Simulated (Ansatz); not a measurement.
Species: GeCl, net charge 0, doublet state. SMILES: [Cl][Ge]
Coordinates optimised at B3LYP-D3(BJ)/def2-TZVP (Ansatz, a first-principles code):
```xyz
2

Ge     0.0000     0.0000    -0.7621
Cl     0.0000     0.0000     1.4345
```
Charge 0, spin multiplicity 2.

Computed values are from Ansatz. Cores are frozen in the correlated levels unless marked. Open shells are spin-unrestricted. Spin-orbit coupling is left out. Frozen are the shells of the preceding noble gas and the d and f shells that filled before the atom's block. Non-relativistic. Basis-set limits of correlation are two-point, X^-3; Hartree-Fock from the larger set.

**Question.** What is the dipole moment at CCSD(T)/def2-SVPD?

**Answer.** 1.77 D.

**Question.** What is the T1 diagnostic at CCSD/def2-QZVPPD?

**Answer.** 0.016.

**Question.** What is the total energy at CCSD(T)/CBS(def2-TZVPPD,def2-QZVPPD)?

**Answer.** -2535.2925 Eh.

**Question.** What is the vertical ionisation energy (to the singlet) at CCSD(T)/CBS(def2-TZVPPD,def2-QZVPPD)?

**Answer.** 7.48 eV.

**Question.** What is the atomisation energy De at CCSD(T)/CBS(def2-TZVPPD,def2-QZVPPD)?

**Answer.** 395.3 kJ/mol.
